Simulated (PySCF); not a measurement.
**Electronic absorption of C5H9OP**

Compound: C₅H₉OP.
InChI=1S/C5H9OP/c1-2-5-3-7(5)4-6/h2,5-6H,1,3-4H2/t5-,7?/m1/s1

The calculation used TDDFT wB97X-D/def2-SVPD, vertical, gas phase, core orbitals frozen in the response in PySCF 2.14.0, density-fitted response routines. One conformer (not necessarily the lowest) at the GFN2-xTB geometry, without solvent, vibrations or thermal averaging.

```
state  E (eV)  ν̃ (cm⁻¹)       f   main configurations (H = HOMO, L = LUMO)
   S1    5.67      45770   0.116                     H→L (56%), H-1→L (34%)
   S2    5.82      46980   0.108                     H-1→L (55%), H→L (38%)
   S3    6.28      50630   0.043                                H→L+1 (76%)
   S4    6.46      52100  0.0057                 H-2→L (53%), H-1→L+1 (35%)
   S5    6.90      55640   0.072  H-1→L+1 (36%), H-2→L (30%), H-2→L+1 (10%)
   S6    7.07      56990   0.038                    H→L+3 (68%), H→L+1 (8%)
   S7    7.20      58100   0.082  H-2→L+1 (45%), H-1→L+1 (11%), H→L+2 (11%)
   S8    7.37      59480   0.100       H→L+2 (33%), H→L+4 (18%), H-3→L (9%)
```

Triplets (Tamm–Dancoff): T1 4.03 eV, H→L (67%), H→L+1 (10%); T2 5.02 eV, H-1→L (59%), H→L (12%); T3 5.31 eV, H-2→L (45%), H-1→L (10%).

The lowest singlet lies at 5.67 eV (218 nm, ultraviolet) and is of moderate strength; its leading configuration is HOMO→LUMO (56%). The lowest level is also the most intense of those listed (f = 0.116). Löwdin shares by element: HOMO carbon 59% or more, phosphorus 21% (atoms not listed hold the other 20%); LUMO carbon 39% or more, phosphorus 27% (atoms not listed hold the other 34%). Orbital energies (eV): HOMO-3 -10.68, HOMO-2 -9.71, HOMO-1 -9.06, HOMO -8.56, LUMO 1.27, LUMO+1 1.93, LUMO+2 2.53. The oscillator strengths of these states sum to 0.565; summed over the whole spectrum of an exact calculation they would give the number of electrons, 62 (Thomas–Reiche–Kuhn). Of the 8 states listed, 7 reach f = 0.01 and none stays under 0.0005. The window holds the lowest 8 singlets.
